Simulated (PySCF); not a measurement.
Atom-mapped SMILES (the numbers label the heavy atoms): `[CH2:1]=[C:2]1[O:3][SiH2:4][CH2:5][CH2:6][C@H:7]1[OH:8]` (H(Xn): hydrogen on atom n). Ha(C1) is cis to O3; Ha(Si4), Ha(C5), Ha(C6) are cis to O8 on the ring; Hb(C1) is trans to O3; Hb(Si4), Hb(C5), Hb(C6) are trans to O8 on the ring.

Theory: shieldings: GIAO PBE0/pcSseg-1, GFN2-xTB structure, in PySCF (gas phase, one conformer, non-relativistic).

References, each an isolated molecule treated in the same way: TMS for $^{13}$C (186.93 ppm).

Q: Do the $^{13}$C shifts follow the atomic charges (in e)? Tabulate both.

A: 
```csv
atoms,hybridisation,δ (ppm),σ para (ppm),Hirshfeld,IAO,Mulliken,ESP-fitted
C2,sp2,168.1,-236,+0.06,+0.19,+0.10,+0.29
C1,sp2,91.7,-160,-0.15,-0.41,-0.15,-0.72
C7,sp3,74.3,-135,+0.04,+0.06,-0.04,+0.20
C6,sp3,30.6,-92,-0.07,-0.25,-0.15,-0.08
C5,sp3,6.1,-71,-0.17,-0.56,-0.53,-0.10
```

Correlation coefficients of δ with charge over these carbons: Hirshfeld +0.67, IAO +0.76, Mulliken +0.85, ESP-fitted +0.25; with the paramagnetic shielding -1.00. With so few points, grouped by hybridisation, these coefficients are fragile. Charge is one influence among several: hybridisation and low-lying excitations act through the paramagnetic term.

Shifts are as computed. Against solution values, carbons near 30 ppm lie about +3 ppm off and those near 130 ppm about +5 ppm. Of 1211 compounds with measured shifts, 218 miss one by over three times the rms of a fit or turn the order of signals round; such compounds aren't used in these exercises.
